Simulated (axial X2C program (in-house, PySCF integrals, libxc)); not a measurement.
NaSb: cheaper levels and CCSD(T), with spin–orbit coupling

Computed with an in-house relativistic program for diatomic molecules. Two-component (2c) means X2C with spin–orbit coupling and atomic mean-field two-electron Coulomb and Gaunt terms. Basis: Sb dyall-cv3z [11s12p8d4f1g], Na dyall-cv3z [9s8p5d2f] (cores contracted in-house); Gaussian nuclei, density fitting, unrestricted open shells. Masses: Sb 120.904 u, Na 22.990 u.

State: Ω = 1 (⟨Sz⟩ = 0.95, ⟨Lz⟩ = 0.05 at HF); fragments Sb + Na.

| level | Re (Å) | ωe (cm⁻¹) | De (eV) |
| --- | --- | --- | --- |
| PBE0 | 2.917 | 206.3 | 1.21 |
| HF | 2.974 | 193.8 | 0.312 |
| CCSD | 2.956 | 207.0 | 1.05 |
| TPSSh | 2.938 | 201.6 | 1.31 |

Correlated methods: 6 electrons correlated (number of frozen shells: Sb 4 s, 3 p, 2 d; Na 2 s, 1 p), 280 virtual spin orbitals or spinors in MP2, 68 natural virtuals in coupled cluster.

CCSD(T), same Hamiltonian and basis:

Re = 2.957 Å, ωe = 207.6 cm⁻¹, De = 1.09 eV; T1 = 0.018 (Lee–Taylor normalisation).

Task: Give the differences from CCSD(T) in the columns below.

Result: 

| level | ΔRe (Å) | Δωe (cm⁻¹) | ΔDe (eV) |
| --- | --- | --- | --- |
| PBE0 | -0.040 | -1.3 | 0.12 |
| HF | 0.017 | -13.8 | -0.78 |
| CCSD | -0.001 | -0.6 | -0.04 |
| TPSSh | -0.019 | -6.0 | 0.22 |

The state is a single determinant with fixed occupations, the lowest that a limited PBE0 search found. Dissociation energies refer to the lowest single-determinant-based atoms at the same level and basis. Density functionals use the spin component along the axis (collinear). CCSD and (T) use frozen natural virtuals with an MP2 correction for the truncation; (T) itself is uncorrected, so its De runs slightly low. Other states lie close and PBE0, whose exact exchange favours high spin, may order them wrongly; the determinant shown need not be the ground state. The nearest other 2c determinant of the search, Ω = 0, lies 0.48 eV up at the distance of the search. With several unpaired electrons one determinant need not be a pure state. Open-shell Ω = 0 determinants with evenly filled partner blocks cannot be reached by this program, so the Ω shown need not be the lowest component. This is the Ω = 1 component of a π² triplet; the 0⁺ component is not one determinant and can lie lowest. The determinant is spin-polarised beyond a pure state at some levels (its spin-free form has ⟨S²⟩ too high), which makes Re and μ there less reliable. The stretched end of a curve changes character and is left out. With the outer-core shells frozen, correlated bond lengths of heavy atoms tend to come out a few hundredths of an ångström too long.
